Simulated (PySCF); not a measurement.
LDA on Ge⁻ (germanium, charge -1), [Ar] 3d10 4s2 4p3, high-spin 4S determinant. All numbers are calculated (PySCF 2.14, scalar relativity by spin-free X2C-1e, in aug-cc-pVTZ-DK (7s6p4d2f, 59 functions)).

```
cycle= 1 E= -2095.47601730257  delta_E= -0.0139  |g|= 0.208  |ddm|= 0.458
cycle= 2 E= -2095.47432456395  delta_E= 0.00169  |g|= 0.216  |ddm|= 0.292
cycle= 3 E= -2095.48317934594  delta_E= -0.00885  |g|= 0.022  |ddm|= 0.179
cycle= 4 E= -2095.48369376176  delta_E= -0.000514  |g|= 0.0016  |ddm|= 0.0692
cycle= 5 E= -2095.483698544  delta_E= -4.78e-06  |g|= 4.83e-05  |ddm|= 0.00701
cycle= 6 E= -2095.48369854667  delta_E= -2.67e-09  |g|= 6.08e-06  |ddm|= 0.00015
cycle= 7 E= -2095.48369854672  delta_E= -5e-11  |g|= 1.32e-07  |ddm|= 2.31e-05
converged SCF energy = -2095.48369854672  <S^2> = 3.7504413  2S+1 = 4.0002207
```

Highest occupied orbital energy: 1.079 eV; ⟨L²⟩ = 0.00; populations by l: s 8.00, p 15.00, d 10.00, f 0.00.

Question: Can this result be used?

Answer: With care. The run converged. At LDA the highest occupied level has a positive energy, so only the finite basis holds that electron; in a semilocal or global hybrid functional this comes from self-interaction and does not mean that the real anion is unbound.
